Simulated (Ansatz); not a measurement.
## Molecular dynamics of CH7FN2OSSi

Input file:

```yaml
crystal:
  periodic: [false, false, false]
  atoms:
    - { symbol: "N", position_ang: [-0.401968, -1.515468, 1.696339] }
    - { symbol: Si, position_ang: [-0.753017, -0.513406, 0.313922] }
    - { symbol: "N", position_ang: [-0.171204, -1.207998, -1.177744] }
    - { symbol: F, position_ang: [-2.346084, -0.235867, 0.108791] }
    - { symbol: O, position_ang: [0.056102, 0.937494, 0.657769] }
    - { symbol: C, position_ang: [0.43963, 1.670015, -0.533561] }
    - { symbol: S, position_ang: [2.001969, 2.568214, -0.273217] }
    - { symbol: H, position_ang: [-1.197866, -2.109342, 2.007546] }
    - { symbol: H, position_ang: [-0.11084, -0.960501, 2.526854] }
    - { symbol: H, position_ang: [-0.924122, -1.493684, -1.83575] }
    - { symbol: H, position_ang: [0.429442, -2.043878, -1.032948] }
    - { symbol: H, position_ang: [0.527041, 0.988449, -1.409164] }
    - { symbol: H, position_ang: [-0.31817, 2.444622, -0.782571] }
    - { symbol: H, position_ang: [2.756088, 1.442152, -0.237565] }
magnetization:
  spin_polarized: true
basis:
  gaussian: { orbitals: STO-3G }
hamiltonian:
  xc: pbe0
  dispersion: d4
md:
  timestep: 0.5
  n_steps: 100
  ensemble: nvt_nose_hoover
  temperature: 500.0
  initial_velocities: maxwell_boltzmann
  seed: 708374
  nose_hoover: { tau: 20.0, chain_length: 5 }
  masses: [{ species: H, mass: 2.014 }]
```

Launched with:

```bash
$ ansatz run input.yaml --threads 1 --pin off --max-ram 2048MiB --backend cpu --events-out ev --progress --plain --runs-dir out
```

It starts from a relaxed structure.

Output, in part (one step line in 2, the closing report, with atoms numbered from 0):

```
md step     0: t =     0.00 fs  T =   500.0 K  F+E_penalty+E_count = -27263.14388709 eV  E_kin = 0.775560 eV  conserved = -27262.36832710 eV  (25 SCF iters)
md step     2: t =     1.00 fs  T =   477.3 K  F+E_penalty+E_count = -27263.10812275 eV  E_kin = 0.740278 eV  conserved = -27262.36786166 eV  (27 SCF iters)
md step     4: t =     2.00 fs  T =   427.0 K  F+E_penalty+E_count = -27263.02892683 eV  E_kin = 0.662311 eV  conserved = -27262.36682294 eV  (27 SCF iters)
md step     6: t =     3.00 fs  T =   387.2 K  F+E_penalty+E_count = -27262.96612380 eV  E_kin = 0.600646 eV  conserved = -27262.36630837 eV  (27 SCF iters)
md step     8: t =     4.00 fs  T =   376.9 K  F+E_penalty+E_count = -27262.94935158 eV  E_kin = 0.584599 eV  conserved = -27262.36682603 eV  (27 SCF iters)
md step    10: t =     5.00 fs  T =   378.2 K  F+E_penalty+E_count = -27262.95011864 eV  E_kin = 0.586567 eV  conserved = -27262.36759332 eV  (28 SCF iters)
md step    12: t =     6.00 fs  T =   363.1 K  F+E_penalty+E_count = -27262.92426490 eV  E_kin = 0.563271 eV  conserved = -27262.36771300 eV  (27 SCF iters)
md step    14: t =     7.00 fs  T =   326.7 K  F+E_penalty+E_count = -27262.86386815 eV  E_kin = 0.506716 eV  conserved = -27262.36714251 eV  (26 SCF iters)
md step    16: t =     8.00 fs  T =   289.7 K  F+E_penalty+E_count = -27262.80209269 eV  E_kin = 0.449414 eV  conserved = -27262.36645744 eV  (22 SCF iters)
md step    18: t =     9.00 fs  T =   278.3 K  F+E_penalty+E_count = -27262.77975912 eV  E_kin = 0.431745 eV  conserved = -27262.36626240 eV  (22 SCF iters)
md step    20: t =    10.00 fs  T =   300.3 K  F+E_penalty+E_count = -27262.80863160 eV  E_kin = 0.465787 eV  conserved = -27262.36674815 eV  (22 SCF iters)
md step    22: t =    11.00 fs  T =   337.4 K  F+E_penalty+E_count = -27262.85954868 eV  E_kin = 0.523324 eV  conserved = -27262.36754286 eV  (27 SCF iters)
md step    24: t =    12.00 fs  T =   359.4 K  F+E_penalty+E_count = -27262.88480165 eV  E_kin = 0.557411 eV  conserved = -27262.36794871 eV  (27 SCF iters)
md step    26: t =    13.00 fs  T =   350.2 K  F+E_penalty+E_count = -27262.85974954 eV  E_kin = 0.543230 eV  conserved = -27262.36752506 eV  (27 SCF iters)
md step    28: t =    14.00 fs  T =   324.3 K  F+E_penalty+E_count = -27262.80784546 eV  E_kin = 0.503076 eV  conserved = -27262.36670681 eV  (27 SCF iters)
md step    30: t =    15.00 fs  T =   310.6 K  F+E_penalty+E_count = -27262.77489300 eV  E_kin = 0.481709 eV  conserved = -27262.36648376 eV  (23 SCF iters)
md step    32: t =    16.00 fs  T =   317.7 K  F+E_penalty+E_count = -27262.77412134 eV  E_kin = 0.492854 eV  conserved = -27262.36701915 eV  (28 SCF iters)
md step    34: t =    17.00 fs  T =   327.5 K  F+E_penalty+E_count = -27262.77562578 eV  E_kin = 0.507931 eV  conserved = -27262.36748503 eV  (27 SCF iters)
md step    36: t =    18.00 fs  T =   321.3 K  F+E_penalty+E_count = -27262.75063939 eV  E_kin = 0.498358 eV  conserved = -27262.36733486 eV  (27 SCF iters)
md step    38: t =    19.00 fs  T =   302.4 K  F+E_penalty+E_count = -27262.70505299 eV  E_kin = 0.469021 eV  conserved = -27262.36676402 eV  (24 SCF iters)
md step    40: t =    20.00 fs  T =   290.8 K  F+E_penalty+E_count = -27262.67082050 eV  E_kin = 0.451082 eV  conserved = -27262.36629691 eV  (22 SCF iters)
md step    42: t =    21.00 fs  T =   304.3 K  F+E_penalty+E_count = -27262.67499425 eV  E_kin = 0.471955 eV  conserved = -27262.36634749 eV  (23 SCF iters)
md step    44: t =    22.00 fs  T =   341.3 K  F+E_penalty+E_count = -27262.71398192 eV  E_kin = 0.529332 eV  conserved = -27262.36691105 eV  (22 SCF iters)
md step    46: t =    23.00 fs  T =   379.9 K  F+E_penalty+E_count = -27262.75295561 eV  E_kin = 0.589344 eV  conserved = -27262.36751486 eV  (26 SCF iters)
md step    48: t =    24.00 fs  T =   395.5 K  F+E_penalty+E_count = -27262.75392900 eV  E_kin = 0.613492 eV  conserved = -27262.36753680 eV  (26 SCF iters)
md step    50: t =    25.00 fs  T =   384.0 K  F+E_penalty+E_count = -27262.71263202 eV  E_kin = 0.595618 eV  conserved = -27262.36685016 eV  (27 SCF iters)
md step    52: t =    26.00 fs  T =   367.4 K  F+E_penalty+E_count = -27262.66525978 eV  E_kin = 0.569917 eV  conserved = -27262.36624348 eV  (26 SCF iters)
md step    54: t =    27.00 fs  T =   366.2 K  F+E_penalty+E_count = -27262.64403168 eV  E_kin = 0.568059 eV  conserved = -27262.36650514 eV  (27 SCF iters)
md step    56: t =    28.00 fs  T =   371.5 K  F+E_penalty+E_count = -27262.63421573 eV  E_kin = 0.576316 eV  conserved = -27262.36713366 eV  (27 SCF iters)
md step    58: t =    29.00 fs  T =   360.3 K  F+E_penalty+E_count = -27262.59948387 eV  E_kin = 0.558900 eV  conserved = -27262.36715460 eV  (26 SCF iters)
md step    60: t =    30.00 fs  T =   329.6 K  F+E_penalty+E_count = -27262.53608296 eV  E_kin = 0.511235 eV  conserved = -27262.36651731 eV  (27 SCF iters)
md step    62: t =    31.00 fs  T =   301.7 K  F+E_penalty+E_count = -27262.47939028 eV  E_kin = 0.467907 eV  conserved = -27262.36589471 eV  (28 SCF iters)
md step    64: t =    32.00 fs  T =   300.6 K  F+E_penalty+E_count = -27262.46638720 eV  E_kin = 0.466258 eV  conserved = -27262.36582961 eV  (28 SCF iters)
md step    66: t =    33.00 fs  T =   330.3 K  F+E_penalty+E_count = -27262.50194229 eV  E_kin = 0.512361 eV  conserved = -27262.36632145 eV  (28 SCF iters)
md step    68: t =    34.00 fs  T =   372.7 K  F+E_penalty+E_count = -27262.55685726 eV  E_kin = 0.578084 eV  conserved = -27262.36693414 eV  (28 SCF iters)
md step    70: t =    35.00 fs  T =   403.6 K  F+E_penalty+E_count = -27262.59344530 eV  E_kin = 0.625987 eV  conserved = -27262.36718228 eV  (28 SCF iters)
md step    72: t =    36.00 fs  T =   412.4 K  F+E_penalty+E_count = -27262.59574730 eV  E_kin = 0.639674 eV  conserved = -27262.36685789 eV  (28 SCF iters)
md step    74: t =    37.00 fs  T =   410.3 K  F+E_penalty+E_count = -27262.58170017 eV  E_kin = 0.636388 eV  conserved = -27262.36629759 eV  (27 SCF iters)
md step    76: t =    38.00 fs  T =   416.9 K  F+E_penalty+E_count = -27262.58242289 eV  E_kin = 0.646735 eV  conserved = -27262.36621161 eV  (21 SCF iters)
md step    78: t =    39.00 fs  T =   435.1 K  F+E_penalty+E_count = -27262.60189014 eV  E_kin = 0.674923 eV  conserved = -27262.36677489 eV  (25 SCF iters)
md step    80: t =    40.00 fs  T =   444.4 K  F+E_penalty+E_count = -27262.60766827 eV  E_kin = 0.689345 eV  conserved = -27262.36725098 eV  (27 SCF iters)
md step    82: t =    41.00 fs  T =   427.1 K  F+E_penalty+E_count = -27262.57187871 eV  E_kin = 0.662501 eV  conserved = -27262.36696967 eV  (27 SCF iters)
md step    84: t =    42.00 fs  T =   392.8 K  F+E_penalty+E_count = -27262.50985482 eV  E_kin = 0.609288 eV  conserved = -27262.36614521 eV  (28 SCF iters)
md step    86: t =    43.00 fs  T =   371.7 K  F+E_penalty+E_count = -27262.46893411 eV  E_kin = 0.576478 eV  conserved = -27262.36558251 eV  (22 SCF iters)
md step    88: t =    44.00 fs  T =   384.9 K  F+E_penalty+E_count = -27262.48188344 eV  E_kin = 0.596960 eV  conserved = -27262.36581988 eV  (21 SCF iters)
md step    90: t =    45.00 fs  T =   424.0 K  F+E_penalty+E_count = -27262.53480436 eV  E_kin = 0.657732 eV  conserved = -27262.36661038 eV  (23 SCF iters)
md step    92: t =    46.00 fs  T =   459.3 K  F+E_penalty+E_count = -27262.58056551 eV  E_kin = 0.712479 eV  conserved = -27262.36723677 eV  (27 SCF iters)
md step    94: t =    47.00 fs  T =   466.2 K  F+E_penalty+E_count = -27262.58112086 eV  E_kin = 0.723141 eV  conserved = -27262.36716966 eV  (27 SCF iters)
md step    96: t =    48.00 fs  T =   446.5 K  F+E_penalty+E_count = -27262.53996288 eV  E_kin = 0.692512 eV  conserved = -27262.36646596 eV  (28 SCF iters)
md step    98: t =    49.00 fs  T =   426.1 K  F+E_penalty+E_count = -27262.49821988 eV  E_kin = 0.660866 eV  conserved = -27262.36581981 eV  (26 SCF iters)
md step   100: t =    50.00 fs  T =   428.9 K  F+E_penalty+E_count = -27262.49326497 eV  E_kin = 0.665285 eV  conserved = -27262.36592880 eV  (26 SCF iters)
Total energy: -27262.49328463 eV, -1001.8781490286 hartree
Atom 0 at    -0.353689    -1.269169     1.934341 Å, force     0.295527     2.633636    -1.466349 eV/Å
Atom 1 at    -0.775425    -0.507548     0.317608 Å, force    -0.128649     0.759186     0.486568 eV/Å
Atom 2 at    -0.167922    -1.039826    -1.214102 Å, force    -2.601983     0.818193    -0.534195 eV/Å
Atom 3 at    -2.405001    -0.406349     0.086381 Å, force     0.795946    -0.114939     0.274257 eV/Å
Atom 4 at    -0.108301     1.067592     0.540062 Å, force    -0.970874    -0.867220     0.819562 eV/Å
Atom 5 at     0.440040     1.688288    -0.611948 Å, force    -1.910839     1.547820    -0.945488 eV/Å
Atom 6 at     2.010912     2.371666    -0.211571 Å, force     2.220279     0.203252     0.769783 eV/Å
Atom 7 at    -0.200376    -2.273059     1.768486 Å, force     0.600756    -1.204439    -0.058400 eV/Å
Atom 8 at     0.627982    -0.828567     2.063894 Å, force    -0.971418    -1.068863     0.247470 eV/Å
Atom 9 at    -0.917080    -1.121427    -1.961063 Å, force     1.087017    -0.140982     0.815024 eV/Å
Atom 10 at     0.565745    -1.700111    -1.369768 Å, force     1.260964    -1.287668    -0.167900 eV/Å
Atom 11 at     0.492560     1.037354    -1.480456 Å, force     0.095537    -1.041760    -0.570038 eV/Å
Atom 12 at    -0.168503     2.579988    -0.987723 Å, force     0.218096    -0.822763     0.646425 eV/Å
Atom 13 at     2.432097     1.203877     0.381853 Å, force     0.009643     0.586546    -0.316720 eV/Å
Dipole moment:     0.183946    -0.720675    -0.399761 e Å
```

All steps were run. The conserved energy stayed within 0.2 meV per atom of its start (net change 0.17 meV per atom), so the integration is sound. The mean temperature of the second half is 21 % below the set value. A run of 0.05 ps of so small a system gives no equilibrium averages. Limits of this set-up: minimal basis.

The same pairs are bonded in the first frame and the last. Pairs count as bonded within 1.25 times the sum of covalent radii (0.12 Å more for H–H).

Last frame:

```xyz
14
Properties=species:S:1:pos:R:3
N -0.354 -1.269 1.934
Si -0.775 -0.507 0.318
N -0.168 -1.040 -1.214
F -2.405 -0.406 0.086
O -0.108 1.068 0.540
C 0.440 1.688 -0.612
S 2.011 2.372 -0.212
H -0.200 -2.273 1.768
H 0.628 -0.829 2.064
H -0.917 -1.121 -1.961
H 0.566 -1.700 -1.370
H 0.493 1.037 -1.480
H -0.169 2.580 -0.988
H 2.432 1.204 0.382
```

Run time: 11 min on 1 thread of Arm Neoverse V1, with other jobs on the host, peak memory 0.21 GiB.
